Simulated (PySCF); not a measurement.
## Ne³⁺ (neon, charge +3) across methods

[He] 2s2 2p3, high-spin 4S determinant. All numbers are calculated (PySCF 2.14, no relativity, point nucleus, in aug-cc-pwCVQZ).

```
   method  E (hartree)  mean ε 2s α (eV)  mean ε 2s β (eV)  mean ε 2p α (eV)  Σ⟨r²⟩ (bohr²)   ⟨S²⟩
      UHF   -124.10579           -126.74           -106.79           -98.478          3.626  3.753
     PBE0    -124.2309           -111.49           -100.52           -87.614          3.645  3.751
CAM-B3LYP    -124.2887           -112.34           -102.33           -88.909          3.655  3.751
    TPSSh    -124.3287           -109.33           -99.194           -85.664          3.643  3.751
      PBE    -124.2073           -106.15           -97.769           -83.740          3.657  3.751
   r2SCAN    -124.2919           -109.05           -98.067           -85.294          3.635  3.752
  r2SCAN0    -124.2956           -113.54           -100.64           -88.745          3.630  3.752
      LDA    -123.5526           -105.55           -97.554           -83.740          3.672  3.751
```
